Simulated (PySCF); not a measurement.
RuO4: computed shieldings and shifts

RuO4, O4Ru, point group Td.

Geometry:
| atom | x (Å) | y (Å) | z (Å) |
| --- | --- | --- | --- |
| Ru1 | -0.001 | 0.000 | 0.000 |
| O2 | 0.020 | -0.016 | 1.664 |
| O3 | 1.561 | 0.007 | -0.572 |
| O4 | -0.792 | 1.363 | -0.533 |
| O5 | -0.789 | -1.355 | -0.559 |

GIAO calculations in PySCF 2.14 on the PBE0-D3(BJ)/def2-SVP structure: isolated species, scalar relativity only through the core potential, equivalent atoms averaged; basis pcSseg-1 (def2-TZVP on Ru).

Problem. Give the isotropic shieldings (ppm) with B3LYP, PBE0.

Solution. 
```tsv
atoms	environment	B3LYP	PBE0
O2/O3/O4/O5	oxygen bonded to Ru	-851.4	-871.7
HOMO–LUMO gap (eV)	–	4.96	5.38
```

Problem. And the chemical shifts, against references computed in the same way?

Solution. 
| atoms | nucleus, reference | B3LYP | PBE0 |
| --- | --- | --- | --- |
| O2/O3/O4/O5 | 17O, H2O | 1185.4 | 1206.3 |

Problem. Which part of the shielding of O2/O3/O4/O5 depends on the functional?

Solution. Diamagnetic: B3LYP 400, PBE0 399 ppm; paramagnetic: B3LYP -1251, PBE0 -1271 ppm. The diamagnetic part, set mainly by inner electrons, hardly moves; the paramagnetic part goes with low-lying magnetically allowed excitations and carries the spread.

Ru is described by an effective core potential, so it has no shielding of its own here; spin–orbit effects on the atoms bonded to it, which can be large, are absent, and the values of these neighbours are rough. Unscaled 17O shifts of doubly bonded oxygen tend to come out too high, by tens of ppm or more. Experimental scales use liquid or dissolved standards, which lie at an offset from isolated H2O (liquid H2O: subtract about 36 ppm).
